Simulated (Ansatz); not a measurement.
`CS[Si](F)(F)F` + `N#C[SiH](F)F` → `C[Si](F)(F)C#N` + `F[Si](F)(F)S`  (formal exchange of groups at a C–S bond)

Calculated with Ansatz (gas phase, PBE0-D4/def2-TZVP geometries, no zero-point term in ΔE). CCSD(T)/CBS adds triple-zeta CCSD(T) − MP2 to the extrapolated MP2 energy (def2 sets, frozen cores). This one scheme is used for every species. DFT in def2-TZVPP. B3LYP here is the variant with VWN-RPA as its local correlation; programs differ in this. HSE06 is defined as in plane-wave codes. Each species was taken in one conformer, which may not be the lowest.

(1) Is it downhill or uphill in electronic energy at CCSD(T)/CBS, and by how much? (Estimate.)

(2) What do these levels give: LDA (SPW92), PBE-D4, HSE06-D4, B3LYP, CAM-B3LYP, CCSD(T)/def2-TZVPP? (Best estimate.)

Largest T1 diagnostic among the species: 0.013.

Results:

(1) The calculation gave: Downhill: ΔE = -0.77 eV.

(2) The calculation gave: LDA (SPW92) -0.84, PBE-D4 -0.76, HSE06-D4 -0.78, B3LYP -0.76, CAM-B3LYP -0.79, CCSD(T)/def2-TZVPP -0.78 eV.

Leaving LDA and LC-ωPBE aside and taking each functional with its dispersion term where it has one, the values, not all of them listed here, spread over 0.14 eV, from B97M-V to BLYP-D4. LDA lies −0.07 eV from PBE without D4. From BLYP to BHLYP (50 % exact exchange), in def2-TZVPP and without D4, ΔE moves by −0.05 eV.
